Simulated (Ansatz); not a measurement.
Problem. Name a neutral molecule of C, F, Ge and H with ideal-gas entropy at 298 K and 1 bar (rigid rotor, harmonic PBE0-D4/def2-TZVP) between 355 and 371 J/(mol·K) and LUMO energy (ωB97M-V/def2-TZVPP) between -0.65 and -0.35 eV (Ansatz, PBE0-D4/def2-TZVP geometry).

Solution. `C[CH](C)[Ge][F]` (367 J/(mol·K), -0.40 eV). Other molecules can fit too; these were computed, each in one conformer that needn't be the lowest.
